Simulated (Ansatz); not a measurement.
Reaction (ligand exchange at a B–C bond): `NCB(O)O` + `CC[SeH]` → `CC[Se]B(O)O` + CH₃NH₂

Computed with Ansatz on PBE0-D4/def2-TZVP structures; ΔE is electronic, products minus reactants. CBS: MP2 limit from def2 TZ/QZ plus the TZ coupled-cluster correction, frozen cores. Functionals use def2-TZVPP. B3LYP here is the variant with VWN-RPA as its local correlation; programs differ in this. For Se outer-core shells are correlated without core-valence functions, which leaves a few kJ/mol of doubt a bond. Scalar relativity is left out up to krypton. Each species was taken in one conformer, which may not be the lowest.

`NCB(O)O`:

```xyz
11

N    -0.334   -1.139    0.992
C     0.581   -0.076    0.552
B    -0.011    0.620   -0.740
O     0.496    1.801   -1.188
O    -1.020   -0.002   -1.405
H     0.137   -1.822    1.571
H    -1.082   -0.751    1.553
H     1.528   -0.542    0.254
H     0.843    0.648    1.335
H     0.070    2.088   -2.001
H    -1.208   -0.825   -0.924
```

`CC[SeH]`:

Z-matrix (Å, degrees):
```
C
C 1 1.512
H 1 1.091 2 111.2
H 1 1.095 2 110.4 3 120.3
H 1 1.092 2 111.2 3 -120.1
Se 2 1.958 1 114.0 3 57.4
H 2 1.090 1 112.1 3 -179.9
H 2 1.092 1 111.4 3 -59.4
H 6 1.469 2 95.0 1 63.4
```

`CC[Se]B(O)O`:

```xyz
13

C    -0.072   -1.870   -0.372
C    -0.438   -0.654   -1.191
Se   -1.401    0.714   -0.164
B     0.118    1.514    0.779
O     1.376    1.064    0.529
O    -0.054    2.524    1.681
H    -0.958   -2.336    0.065
H     0.426   -2.613   -1.004
H     0.609   -1.603    0.437
H     0.441   -0.167   -1.610
H    -1.115   -0.904   -2.009
H     2.033    1.542    1.045
H    -0.965    2.790    1.815
```

CH₃NH₂:

Cartesian coordinates in Å:
```
C 0.450 -0.131 -0.322
N -0.508 0.103 0.745
H 0.098 0.119 -1.334
H 0.742 -1.183 -0.321
H 1.354 0.451 -0.131
H -1.351 -0.436 0.593
H -0.785 1.076 0.769
```

(1) Is it downhill or uphill in electronic energy at CCSD(T)/CBS, and by how much? (Best estimate.)

(2) What do these levels give: PBE0-D4, B3LYP-D4, ωB97M-V, PBE, HF/def2-TZVPP, MP2/CBS(def2)? (Best estimate.)

Largest T1 diagnostic among the species: 0.012.

## Answers

(1) The calculation gave: Downhill: ΔE = -10.4 kcal/mol.

(2) Ansatz gave: PBE0-D4 -9.8, B3LYP-D4 -9.7, ωB97M-V -8.9, PBE -9.0, HF/def2-TZVPP -9.7, MP2/CBS(def2) -11.9 kcal/mol.

The D4 term adds −1.0 kcal/mol with B3LYP and −0.6 kcal/mol with PBE0; it sums over pairs of atoms, weighted by their polarisabilities, and B3LYP, whose exchange is more repulsive, gets the larger term.
